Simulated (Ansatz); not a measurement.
Reaction (formal exchange of groups at a Ge–Ge bond): `[Cl][GeH]([Cl])[GeH3]` + `FCC(F)Br` → `[Cl][GeH]([Cl])[Br]` + `FC[CH](F)[GeH3]`

Gas-phase electronic energies from Ansatz, PBE0-D4/def2-TZVP geometries. CBS: MP2 limit from def2 TZ/QZ plus the TZ coupled-cluster correction, frozen cores. DFT in def2-TZVPP. B3LYP here is the variant with VWN-RPA as its local correlation; programs differ in this. For Br, Ge outer-core shells are correlated without core-valence functions, which leaves a few kJ/mol of doubt a bond. Scalar relativity is left out up to krypton. One conformer a species, not always the lowest.

Task: Is it downhill or uphill in electronic energy at CCSD(T)/CBS, and by how much? (An estimate is asked.)

Result: Ansatz gave: Downhill: ΔE = -0.70 eV.

Task: What do these levels give: PBE-D4, B3LYP-D4, ωB97X-V, PBE0, B3LYP, MP2/def2-TZVPP, SCS-MP2/def2-TZVPP, CCSD/def2-TZVPP, HF/def2-QZVPP, MP2/def2-QZVPP, SCS-MP2/def2-QZVPP, HF/CBS(def2)? (An estimate is asked.)

Result: Computed: PBE-D4 -0.60, B3LYP-D4 -0.65, ωB97X-V -0.70, PBE0 -0.65, B3LYP -0.65, MP2/def2-TZVPP -0.73, SCS-MP2/def2-TZVPP -0.72, CCSD/def2-TZVPP -0.70, HF/def2-QZVPP -0.78, MP2/def2-QZVPP -0.73, SCS-MP2/def2-QZVPP -0.73, HF/CBS(def2) -0.78 eV.

Largest T1 diagnostic among the species: 0.012.

From PBE to PBE0 (25 % exact exchange), in def2-TZVPP and without D4, ΔE moves by −0.05 eV. In def2-TZVPP, CCSD(T) changes the Hartree–Fock value by +0.10 eV (the triples alone add +0.01 eV) and MP2 by +0.06 eV.
